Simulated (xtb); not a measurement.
C₂H₉GaN (SMILES [CH3][Ga+]([CH3])<-[NH3]), charge +1, singlet, at a GFN2-xTB geometry (such geometries of metal compounds can be far from the true shape); GFN0-xTB (xtb 6.7.1).

xtb was given this input:
```
$ xtb mol.xyz --gfn 0 --chrg 1 --grad --json

# file mol.xyz
13

Ga     0.01230320     0.27085287     0.07317890
C      1.56217051     0.91239822    -1.08138031
H      2.48093940     0.40995923    -0.76770611
H      1.69143509     1.99225895    -0.97680614
H      1.35524775     0.67334755    -2.12801519
C     -1.51190352     0.36240503     1.42058717
H     -2.42862361    -0.00827270     0.95410195
H     -1.66612628     1.39262866     1.75006911
H     -1.26863868    -0.25754025     2.28741157
N     -0.07882585    -1.91227677    -0.51159490
H     -0.77979814    -2.08684462    -1.23480529
H     -0.32440056    -2.51666217     0.27535179
H      0.80874464    -2.25819564    -0.88222419
```

Output, abridged:

```
   ID    Z sym.   atoms
    1   31 Ga     1
    2    6 C      2, 6
    3    1 H      3-5, 7-9, 11-13
    4    7 N      10

           -------------------------------------------------
          |                Calculation Setup                |
           -------------------------------------------------

           -------------------------------------------------
          |                 G F N 0 - x T B                 |
           -------------------------------------------------

          ...................................................
          :                      SETUP                      :
          :.................................................:
          :  # basis functions                  40          :
          :  # atomic orbitals                  39          :
          :  # shells                           27          :
          :  # electrons                        24          :
          :  electronic temp.          300.0000000     K    :
          :  accuracy                    1.0000000          :
          :  -> integral cutoff          0.2500000E+02      :
          :  -> integral neglect         0.1000000E-07      :
          ...................................................

         :::::::::::::::::::::::::::::::::::::::::::::::::::::
         ::                     SUMMARY                     ::
         :::::::::::::::::::::::::::::::::::::::::::::::::::::
         :: total energy             -11.664492064772 Eh    ::
         :: gradient norm              0.014024446179 Eh/a0 ::
         :: HOMO-LUMO gap              3.472638654630 eV    ::
         ::.................................................::
         :: H0 energy                -13.053527229088 Eh    ::
         :: repulsion energy           0.173987243180 Eh    ::
         :: electrostat energy         1.217356722328 Eh    ::
         :: -> Gsolv                   0.000000000000 Eh    ::
         ::    -> Gsasa                0.000000000000 Eh    ::
         ::    -> Gshift               0.000000000000 Eh    ::
         :: dispersion energy         -0.002308801193 Eh    ::
         :: short-range corr.         -0.000000000000 Eh    ::
         :: add. restraining           0.000000000000 Eh    ::
         :: total charge               1.000000000000 e     ::
         :::::::::::::::::::::::::::::::::::::::::::::::::::::

           -------------------------------------------------
          |                Property Printout                |
           -------------------------------------------------

    * Orbital Energies and Occupations

         #    Occupation            Energy/Eh            Energy/eV
      -------------------------------------------------------------
         1        2.0000           -0.6961647             -18.9436
         2        2.0000           -0.6201681             -16.8756
         3        2.0000           -0.6193785             -16.8541
         4        2.0000           -0.5607756             -15.2595
         5        2.0000           -0.5602156             -15.2442
         6        2.0000           -0.5294478             -14.4070
         7        2.0000           -0.5291898             -14.4000
         8        2.0000           -0.5288122             -14.3897
         9        2.0000           -0.5278803             -14.3644
        10        2.0000           -0.4908926             -13.3579
        11        2.0000           -0.4489277             -12.2159
        12        2.0000           -0.4149106             -11.2903 (HOMO)
        13                         -0.2872935              -7.8177 (LUMO)
        14                         -0.2069988              -5.6327
        15                         -0.1656047              -4.5063
        16                         -0.1526031              -4.1525
        17                         -0.1372463              -3.7347
        18                         -0.1322688              -3.5992
        19                         -0.1281391              -3.4868
        20                         -0.1205565              -3.2805
        21                         -0.1112471              -3.0272
        22                         -0.0891874              -2.4269
        23                         -0.0300133              -0.8167
       ...                                ...                  ...
        39                          1.6948385              46.1189
      -------------------------------------------------------------
                  HL-Gap            0.1276171 Eh            3.4726 eV
             Fermi-level            0.0000000 Eh            0.0000 eV

     #   Z          covCN         q      C6AA      α(0)
     1  31 Ga       2.340     0.752   233.698    33.477
     2   6 C        3.626    -0.491    36.095     8.747
     3   1 H        0.924     0.209     1.053     1.605
     4   1 H        0.924     0.204     1.078     1.623
     5   1 H        0.924     0.212     1.041     1.595
     6   6 C        3.626    -0.490    36.071     8.744
     7   1 H        0.924     0.212     1.041     1.595
     8   1 H        0.924     0.204     1.079     1.624
     9   1 H        0.924     0.209     1.054     1.605
    10   7 N        3.211    -1.262    66.080    12.172
    11   1 H        0.859     0.414     0.455     1.057
    12   1 H        0.859     0.414     0.455     1.056
    13   1 H        0.859     0.414     0.454     1.056

 Mol. C6AA /au·bohr⁶  :       1856.398164
 Mol. C8AA /au·bohr⁸  :      83754.514253
 Mol. α(0) /au        :         75.958327

Wiberg/Mayer (AO) data.
largest (>0.10) Wiberg bond orders for each atom

 ---------------------------------------------------------------------------
     #   Z sym  total        # sym  WBO       # sym  WBO       # sym  WBO
 ---------------------------------------------------------------------------
     1  31 Ga   2.078 --     2 C    0.795     6 C    0.794    10 N    0.324
     2   6 C    3.852 --     4 H    0.961     3 H    0.958     5 H    0.958
                             1 Ga   0.795     6 C    0.151
     3   1 H    0.985 --     2 C    0.958
     4   1 H    0.985 --     2 C    0.961
     5   1 H    0.985 --     2 C    0.958
     6   6 C    3.851 --     8 H    0.961     9 H    0.958     7 H    0.958
                             1 Ga   0.794     2 C    0.151
     7   1 H    0.985 --     6 C    0.958
     8   1 H    0.985 --     6 C    0.961
     9   1 H    0.985 --     6 C    0.958
    10   7 N    3.286 --    13 H    0.968    12 H    0.968    11 H    0.967
                             1 Ga   0.324
    11   1 H    0.972 --    10 N    0.967
    12   1 H    0.972 --    10 N    0.968
    13   1 H    0.972 --    10 N    0.968
 ---------------------------------------------------------------------------

Topologies differ in total number of bonds
Writing topology from bond orders to xtbtopo.mol

 dipole moment from electron density (au)
     X       Y       Z
  -0.0622  -1.4911  -0.4003  total (Debye):    3.927

           -------------------------------------------------
          | TOTAL ENERGY              -11.664492064772 Eh   |
          | GRADIENT NORM               0.014024446179 Eh/α |
          | HOMO-LUMO GAP               3.472638654630 eV   |
           -------------------------------------------------

normal termination of xtb
```
